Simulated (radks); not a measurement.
Q: Coherent X-ray form factor from a spherical all-electron density. Method: scalar-relativistic Kohn-Sham, LDA (Slater exchange, Perdew-Wang correlation), spin-polarised, spherical densities, point nucleus; computed with a radial shooting solver on a logarithmic mesh with Libxc functionals.

sin(theta)/lambda (1/angstrom)  f0 (electrons)
0.05                                    29.425
0.1                                     27.965
0.15                                    26.115
0.2                                     24.203
0.25                                    22.349
0.3                                     20.580
0.4                                     17.328
0.5                                     14.533
0.6                                     12.254
0.8                                      9.151
1                                        7.442
1.25                                     6.267
1.5                                      5.458
2                                        4.048

The species is in the configuration that NIST lists as its ground one. Which atom or ion scatters so?

A: Neutral zinc, [Ar] 3d10 4s2. Extrapolating in s^2 from the first two rows gives f0(0) = 29.9, near the electron count 30; among species with that count, the fall with angle is slower the higher Z, and the table is that of Z = 30; from so few rows the species is fixed only to a neighbour or two.
